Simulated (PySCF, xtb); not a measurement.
HOS, multiplicity 2. Atoms are numbered in the order given.

```xyz
3

O     -0.1187    -1.0212     0.0000
S      0.0114     0.5985     0.0000
H      0.7670    -1.4064     0.0000
```
Charge 0, spin multiplicity 2.

The structure is a stationary point at PBE0-D3(BJ)/def2-TZVPD.

Method: IEF-PCM-M06-2X/def2-TZVPD (PySCF).

The values are the electrostatic part of the solvation free energy, E(continuum) − E(gas) at the gas-phase geometry, in a cavity of scaled van der Waals radii (PySCF's table); cavitation and dispersion terms are not included. The dipole moment in vacuum is 1.62 D.

```json
[
 {"solvent": "water", "ε": "78.36", "ΔG(elec) (kcal/mol)": "-4.6", "dipole (D)": "2.11"},
 {"solvent": "benzene", "ε": "2.27", "ΔG(elec) (kcal/mol)": "-2.0", "dipole (D)": "1.82"},
 {"solvent": "toluene", "ε": "2.37", "ΔG(elec) (kcal/mol)": "-2.1", "dipole (D)": "1.83"}
]
```

For comparison, GFN2-xTB/ALPB(water) (xtb, at the GFN2-xTB geometry, all terms of that model) gives -3.7 kcal/mol.
